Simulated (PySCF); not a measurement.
## Correlation energy of Tl (thallium, neutral)

[Xe] 4f14 5d10 6s2 6d1, 2D determinant (an excited configuration). Computed with PySCF 2.14 in aug-cc-pwCVDZ-PP with ECP60MDF, with scalar relativity through the core potential. Frozen: 5s2 5p6 5d10; 3 electrons correlated.

| level | correlation energy (mhartree) |
| --- | --- |
| CCSD | -34.27 |
| (T) | -0.73 |
| CCSD(T) | -35.00 |
| CCSDT | -35.42 |

Diagnostics: T1 = 0.013, D1 = 0.0302, largest double amplitude 0.137.

Spin-orbit coupling, absent here, splits the open shell strongly. The outer electron is Rydberg-like, and this basis confines it to a smaller radius and binds it less than a complete one would.

Cost of the coupled-cluster step: roughly 2 core-seconds, for 3 correlated electrons.
